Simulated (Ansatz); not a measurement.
Basis-set extrapolation for FH₅O₂Si₂ (`O[SiH2][SiH](O)F`) (PBE0-D4/def2-TZVP geometry, frozen core, Ansatz 0.2.0). Multiplicity 1, RHF reference.

```tsv
	def2-TZVPP	def2-QZVPP
HF	-830.245599	-830.276513
MP2 correlation	-0.971354	-1.055354
CCSD(T) correlation	-1.036726	not run
```

Energies in hartree. Use E(X) = E(∞) + A·exp(−7.88·√X) for Hartree–Fock and E(X) = E(∞) + B·X^(−2.97) for correlation, with X = 3 and 4, and add CCSD(T) minus MP2 of the smaller set to the MP2 limit.

What is the CCSD(T) energy at the basis-set limit?

HF limit: -830.276513 + (-0.030914) × 0.13774 = -830.28077. MP2 limit: -1.055354 + (-0.084000) × 0.74074 = -1.11758. Higher-order term: -1.036726 − (-0.971354) = -0.06537. Total: -831.46372 hartree, 476.3 kJ/mol below CCSD(T)/def2-TZVPP.
